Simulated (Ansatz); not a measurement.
```yaml
crystal:
  periodic: [true, true, true]
  atoms:
    - {symbol: C, position_ang: [-0.555595, 0.355489, 1.087898]}
    - {symbol: N, position_ang: [0.086684, -0.086294, -0.140800]}
    - {symbol: Zn, position_ang: [0.801327, -1.775243, -0.376292]}
    - {symbol: C, position_ang: [0.135281, 0.832862, -1.133610]}
    - {symbol: O, position_ang: [-0.303518, 1.960754, -1.074413]}
    - {symbol: H, position_ang: [-0.041059, 1.222844, 1.509726]}
    - {symbol: H, position_ang: [-0.546249, -0.448702, 1.825847]}
    - {symbol: H, position_ang: [-1.592350, 0.649769, 0.904796]}
    - {symbol: H, position_ang: [1.382611, -3.167353, -0.550348]}
    - {symbol: H, position_ang: [0.632888, 0.455874, -2.052804]}
basis:
  gaussian: {orbitals: ANO-RCC-VTZP, fitting: {mean_field: def2-universal-jkfit}, final_grid: {core_spheres: 20, valence_spheres: 16, degree: 47}, nuclear_model: gaussian}
hamiltonian: {xc: {name: wPBEh}}
```

```sh
$ ansatz run in.yaml --threads 4 --pin off --events-out ev --progress --plain --max-ram 10444MiB
```

It prints (some lines left out):

```
Error: YAML parse error: error: line 2 column 3: crystal: missing field `lattice` (a structure is typed as `lattice` and `atoms`, a molecule's as `atoms` in Å alone, or read from a run's directory, `checkpoint`)
 --> <input>:2:3
1 | crystal:
2 |   periodic: [true, true, true]
3 |   atoms:
4 |     - {symbol: C, position_ang: [-0.555595, 0.355489, 1.087898]}
```

In this input the molecule is marked periodic without a cell. The program refused the input.
